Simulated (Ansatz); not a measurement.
NbSe(OH)3 (NbSeO₃H₃). Charge 0, multiplicity 1. Geometry r2SCAN-D4/def2-SVP.

```xyz
8

Nb   -0.0225    0.0009   -0.0293
Se   -1.4024    0.0774   -1.8649
O     1.7725    0.2419   -0.5587
H     2.1976    0.3853   -1.4133
O    -0.1847   -1.6687    0.8346
H    -0.7110   -2.4584    0.6592
O    -0.4878    1.3654    1.1881
H    -1.1617    2.0562    1.1843
```

In the def2 sets Nb takes a core potential; there is no spin–orbit coupling. LC-ωPBE has ω = 0.4 bohr⁻¹.

(1) Estimate the orbital energies around the gap (eV) in Ansatz with PBE-D4/def2-SVP, BLYP-D4/def2-TZVP, r2SCAN-D4/def2-TZVP, B97M-V/def2-TZVP, LC-ωPBE/def2-TZVP.

Answers

(1) 
```csv
orbital,PBE-D4/def2-SVP,BLYP-D4/def2-TZVP,r2SCAN-D4/def2-TZVP,B97M-V/def2-TZVP,LC-ωPBE/def2-TZVP
HOMO−5,-7.83,-7.92,-8.46,-8.52,-12.72
HOMO−4,-7.82,-7.92,-8.46,-8.52,-12.72
HOMO−3,-7.59,-7.69,-8.24,-8.28,-12.42
HOMO−2,-6.82,-6.75,-7.26,-7.28,-10.75
HOMO−1,-6.03,-5.98,-6.43,-6.38,-9.71
HOMO,-6.03,-5.98,-6.43,-6.38,-9.71
LUMO,-2.33,-2.43,-2.49,-2.39,0.25
LUMO+1,-2.33,-2.43,-2.49,-2.39,0.25
LUMO+2,-1.17,-1.25,-1.23,-1.27,1.28
LUMO+3,-0.81,-1.01,-0.92,-0.91,1.67
LUMO+4,-0.81,-1.00,-0.92,-0.91,1.86
LUMO+5,-0.68,-0.88,-0.28,-0.75,1.86
```
